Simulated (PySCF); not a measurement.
**Bonding in `FC1=C[C@@H]2C(C(F)F)=C[C@H]12`**

C7H5F3.
SMILES with atom numbers: `[F:1][C:2]1=[CH:3][C@@H:4]2[C:5]([CH:6]([F:7])[F:8])=[CH:9][C@H:10]12` (hydrogens: H11 on C3; H12 on C4; H13 on C6; H14 on C9; H15 on C10)

Bond orders from the PBE0/pcSseg-1 density (PySCF). The structure is a single GFN2-xTB conformer in the gas phase; no vibrational or solvent corrections.

(1) Where do the orders between heavy atoms depart from those drawn in the SMILES?

(2) Give the Mayer order of every bond between heavy atoms, beside its length.

## Answers

(1) The largest departure is 0.255, at C5–C9 (drawn double, 1.745).

(2) 
```json
{"bond": "F1–C2", "drawn as": "single", "length (Å)": "1.331", "Mayer order": "1.006"}
{"bond": "C2–C3", "drawn as": "double", "length (Å)": "1.327", "Mayer order": "1.768"}
{"bond": "C3–C4", "drawn as": "single", "length (Å)": "1.517", "Mayer order": "0.976"}
{"bond": "C4–C5", "drawn as": "single", "length (Å)": "1.518", "Mayer order": "0.973"}
{"bond": "C5–C6", "drawn as": "single", "length (Å)": "1.487", "Mayer order": "0.997"}
{"bond": "C6–F7", "drawn as": "single", "length (Å)": "1.360", "Mayer order": "0.947"}
{"bond": "C6–F8", "drawn as": "single", "length (Å)": "1.359", "Mayer order": "0.958"}
{"bond": "C5–C9", "drawn as": "double", "length (Å)": "1.333", "Mayer order": "1.745"}
{"bond": "C9–C10", "drawn as": "single", "length (Å)": "1.514", "Mayer order": "0.985"}
{"bond": "C10–C2", "drawn as": "single", "length (Å)": "1.506", "Mayer order": "1.017"}
{"bond": "C10–C4", "drawn as": "single", "length (Å)": "1.560", "Mayer order": "0.948"}
```

Bonds between the same two heavy elements. C–F: lowest C6–F7 (0.947, 1.360 Å), highest F1–C2 (1.006, 1.331 Å). C–C: lowest C10–C4 (0.948, 1.560 Å), highest C2–C3 (1.768, 1.327 Å).

And the bonds to hydrogen?

C–H: 0.93 to 1.03 (5 bonds).

Sum the orders of all bonds at each heavy atom with more than one neighbour and set the sums beside the valence in the SMILES.

C2 3.791 (drawn 4), C3 3.738 (drawn 4), C4 3.844 (drawn 4), C5 3.715 (drawn 4), C6 3.858 (drawn 4), C9 3.764 (drawn 4), C10 3.880 (drawn 4). Orders between atoms that aren't bonded are not in these sums.

For a closed shell the Mayer order of atoms A and B is Σ (PS)μν (PS)νμ over the basis functions μ on A and ν on B, with P the density and S the overlap matrix.

Conformer computed: `[F:1][C:2]1=[CH:3][C@@H:4]2[C:5]([CH:6]([F:7])[F:8])=[CH:9][C@H:10]12`: C4–C5–C6–F7 58°.
